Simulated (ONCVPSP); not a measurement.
**Before and after: ONCV potential for rubidium (Rb)**

ONCVPSP 4.0.1 input, shortened (lines: element, Z, core and valence counts, functional; n l f; lmax; l rc ep ncon nbas qcut; lloc lpopt rc5 dvloc0; l nproj debl; icmod fcfact rcfact), LDA (Perdew-Zunger), scalar-relativistic:

```
  Rb 37.00    8    1        3      upf
    1    0    2.00
    2    0    2.00
    2    1    6.00
    3    0    2.00
    3    1    6.00
    3    2   10.00
    4    0    2.00
    4    1    6.00
    5    0    1.00
    3
    0    4.00    0.00    5    8    1.50
    1    4.30    0.33    4    7    2.30
    2    3.55    0.25    3    6    2.30
    3    4.15    0.43    4    8    2.70
    2    5    3.55    0.00
    0    1    3.20
    1    2    1.50
    2    0    0.50
    3    1    1.20
    3    5.75    1.05
```

In the p channel the program set the typed energies aside and used 0.050, 1.550 Ha.

Change: core correction Teter function, fcfact 5.75, rcfact 1.62.

Cutoffs: the cutoffs (Ha) at which the residual kinetic energy of the hardest occupied pseudo-wave falls to 1 and 0.1 mHa per electron; they do not see the model core or the augmentation charge, which bear on the density cutoff. Errors are all-electron minus pseudo energies relative to the spin-unpolarised reference configuration.

Question: What does the change do?

Answer: The potential gets neither clearly harder nor softer (1.2 Ha and 4.0 Ha → 1.2 Ha and 4.0 Ha); both files keep a bound ghost (s); the number of tests with a reliable result goes from 2 to 1. A model core, the more so a compact one, raises the density cutoff, which this test does not measure.

```csv
quantity,base,changed
"cutoff, loose",1.2 Ha,1.2 Ha
"cutoff, tight",4.0 Ha,4.0 Ha
bound ghosts,s,s
GHOST(+) flags under 300 eV,"p at 21.3 eV, s at 70.7 eV, s at 168.8 eV","p at 21.3 eV, s at 70.7 eV, s at 168.8 eV"
tests with a reliable result,2 of 2,1 of 2
"error for 5s0.5, meV [ΔE 1.66 eV]",+7.0,-26
s: phases at 4.05 bohr within 0.05 rad from the reference energy up to (Ha; the scan ends near 5),0.4,0.4
p: phases at 4.38 bohr within 0.05 rad from the reference energy up to (Ha; the scan ends near 5),0.6,0.6
d: phases at 3.61 bohr within 0.05 rad from the reference energy up to (Ha; the scan ends near 5),0.4,0.4
f: phases at 4.22 bohr within 0.05 rad from the reference energy up to (Ha; the scan ends near 5),0.9,0.9
"rms error of d²Exc/dni dnj with the model core, mHa",5.97,6.44
```

Base: The cutoffs count occupied waves only; projector 1 of the d channel, the hardest unoccupied one, needs 10 Ha at the loose tolerance. Changed file: The cutoffs count occupied waves only; projector 1 of the d channel, the hardest unoccupied one, needs 10 Ha at the loose tolerance. A true bound ghost makes a file unfit for plane-wave use even where its test errors are small: the radial tests pick states by their node count and pass the ghost by.
